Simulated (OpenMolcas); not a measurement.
# Tc3+: moving or changing the point charges

Tc3+ among 5 point charges of -1 e arranged as a trigonal bipyramid (D3h), 1.88 Å from the ion, with the axial distance 1.748 Å.
```
   1.8800    0.0000    0.0000  -1.00
  -0.9400    1.6281    0.0000  -1.00
  -0.9400   -1.6281    0.0000  -1.00
   0.0000    0.0000    1.7484  -1.00
   0.0000    0.0000   -1.7484  -1.00
```

```yaml
Program: OpenMolcas 26.06
Method: "SS-CASPT2, IPEA 0.25 Eh, imaginary shift 0.1 Eh (closed shells correlated: 4s 4p)"
Basis: ANO-RCC-VDZP [6s5p3d1f]
Scalar_Hamiltonian: DKH2, point nucleus
Active_space: 4 electrons in 5 orbitals (4d)
State_averaging: 2S+1 = 5 even, 5 roots; 2S+1 = 3 even, 45 roots; 2S+1 = 1 even, 50 roots
Spin-orbit_coupling: state interaction with AMFI integrals over the reference wave functions
```

Runs around this geometry, states (labels of D3, the rotations of D3h). Energies in cm-1 above the lowest state or level, χT in cm3 K/mol.

| R (Å) | q (e) | Axial / equatorial distance | Ground state | First state of that spin | First gap with spin-orbit (degeneracies) | χT at 300 K | First state of another spin |
| --- | --- | --- | --- | --- | --- | --- | --- |
| 1.88 | -1 | 0.86 | 5A1 | 5E 12020 | 41 (1, 2) | 2.724 | 3E 16920 |
| 1.88 | -0.8 | 0.93 | 5A1 | 5E 7700 | 54 (1, 2) | 2.556 | 3E 17170 |
| 1.71 | -1 | 0.93 | 5A1 | 5E 13690 | 38 (1, 2) | 2.760 | 3E 16640 |
| 1.88 | -1 | 0.93 | 5A1 | 5E 9480 | 47 (1, 2) | 2.642 | 3E 17030 |
| 2.08 | -1 | 0.93 | 5A1 | 5E 6280 | 61 (1, 2) | 2.454 | 3E 17220 |

Taking the first state of the same spin as R^-n, n = -ln(6280 / 13690) / ln(2.08 / 1.71) = 4.0 between the shortest and longest distance.

Scaling the charges by -0.8 / -1 = 0.80 scales the first state of the same spin by 7700 / 9480 = 0.81; with fixed orbitals a first-order splitting would follow the charge.

Roots that are degenerate in the reference are averaged as groups; the widest CASPT2 spread within a group is 240 cm-1 (the 2-fold group of multiplicity 5 near 14500 cm-1 above the lowest state of its run, R = 1.71, q = -1, ratio = 0.93). Shifts and gaps below about the spread of the groups concerned are not significant. Point charges give a weaker field than real ligands, and real ions of this kind are as a rule low spin; the high spin found here belongs to the model. Free-ion shares, where given, are those of the reference states; single-state CASPT2 does not remix them. This is an electrostatic model: the charges have no orbitals. No measured value stands beside these numbers.
